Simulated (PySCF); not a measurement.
Pyrrole-2-carboxaldehyde, C₅H₅NO.
Structure used (GFN2-xTB), in Å, numbered top down from 1:
```
atom  x, y, z in Å
O1     2.7623    0.4131    0.6708
C2     1.8546   -0.3872    0.7629
C3     0.5301   -0.1788    0.2487
C4    -0.6020   -0.9844    0.2720
C5    -1.6207   -0.2856   -0.3773
C6    -1.0944    0.9250   -0.7813
N7     0.1923    0.9776   -0.4017
H8     1.9938   -1.3623    1.2660
H9    -0.6695   -1.9601    0.7103
H10   -2.6264   -0.6202   -0.5368
H11   -1.5652    1.7322   -1.3083
H12    0.8464    1.7300   -0.5514
```

PySCF, density fitting, gas phase, GFN2-xTB geometry. The standard run uses grid level 2 after a coarse-grid start, the def2-universal JK fitting basis (with tight functions added where the orbital basis needs them), an energy threshold of 1e-9 Eh and DIIS. The changed runs have no coarse-grid stage.

Question: Standard PBE0/def2-SVPD: E = -322.923590 Eh, HOMO -6.905 eV, LUMO -1.504 eV, dipole 2.987 D, 15 cycles (coarse-grid cycles included). What changes at PBE0/def2-SVPD with: fitting basis def2-qzvpp-jkfit, start guess vsap?

Answer: E = -322.923593 Eh (-0.003 mEh), HOMO -6.905 eV (0.000), LUMO -1.504 eV (0.000), dipole 2.987 D (0.000), 14 SCF cycles. The result matches the standard run within 0.02 mEh and 0.003 eV.

The cycles:
```
cycle   1  E = -320.4700567298  dE =  1.350e+00  |g| = 3.072e+00  |ddm| = 1.199e+01
cycle   2  E = -314.9795284745  dE =  5.491e+00  |g| = 5.637e+00  |ddm| = 1.826e+01
cycle   3  E = -322.4385386349  dE = -7.459e+00  |g| = 1.454e+00  |ddm| = 1.339e+01
cycle   4  E = -322.7270762744  dE = -2.885e-01  |g| = 9.718e-01  |ddm| = 3.774e+00
cycle   5  E = -322.8967727253  dE = -1.697e-01  |g| = 3.492e-01  |ddm| = 2.184e+00
cycle   6  E = -322.9220026474  dE = -2.523e-02  |g| = 7.824e-02  |ddm| = 6.125e-01
cycle   7  E = -322.9229008048  dE = -8.982e-04  |g| = 5.105e-02  |ddm| = 2.763e-01
cycle   8  E = -322.9235860998  dE = -6.853e-04  |g| = 5.323e-03  |ddm| = 1.018e-01
cycle   9  E = -322.9235926310  dE = -6.531e-06  |g| = 1.435e-03  |ddm| = 1.630e-02
cycle  10  E = -322.9235929866  dE = -3.556e-07  |g| = 8.591e-04  |ddm| = 5.432e-03
cycle  11  E = -322.9235931701  dE = -1.835e-07  |g| = 1.381e-04  |ddm| = 1.861e-03
cycle  12  E = -322.9235931743  dE = -4.152e-09  |g| = 5.961e-05  |ddm| = 3.957e-04
cycle  13  E = -322.9235931753  dE = -1.042e-09  |g| = 1.458e-05  |ddm| = 1.387e-04
cycle  14  E = -322.9235931754  dE = -4.707e-11  |g| = 7.072e-06  |ddm| = 3.493e-05
```
